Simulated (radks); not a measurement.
The numbers below are computed, except where a source is named.
Ionisation of the oxygen ion O+, [He] 2s2 2p3, to [He] 2s2 2p2 as the strength of local exchange is varied. Code: a radial shooting solver on a logarithmic mesh with Libxc functionals. Model: Dirac Kohn-Sham, Slater X-alpha exchange (alpha = 2/3 is LDA exchange), no correlation, spin-unpolarised, spherical densities, finite nucleus; open shells fill j = l - 1/2 first; Fermi nuclear charge, rms radius 2.6991 fm.

| alpha | E(O+) (hartree) | exchange (hartree) | IE (eV) | -e of the level emptied (eV) | <r> of it (bohr) |
|---|---|---|---|---|---|
| 0.568 | -72.42262 | -5.74549 | 30.157 | 21.286 (2p3/2) | 1.145 |
| 0.667 | -73.42934 | -6.81846 | 32.098 | 23.043 (2p3/2) | 1.118 |
| 0.685 | -73.61352 | -7.01582 | 32.457 | 23.370 (2p3/2) | 1.114 |
| 0.95 | -76.36563 | -10.00197 | 37.978 | 28.431 (2p3/2) | 1.050 |
| 1.035 | -77.26444 | -10.99173 | 39.840 | 30.154 (2p3/2) | 1.032 |

NIST Atomic Spectra Database: 35.121 eV (measured). The Delta-SCF value meets it near alpha = 0.81. Spin polarisation and multiplet splitting are left out, so open shells lie too high by an amount that depends on their filling.

Beside tabulated values, note that spin-unpolarised runs miss the spin-polarisation part of the exchange energy of open shells.
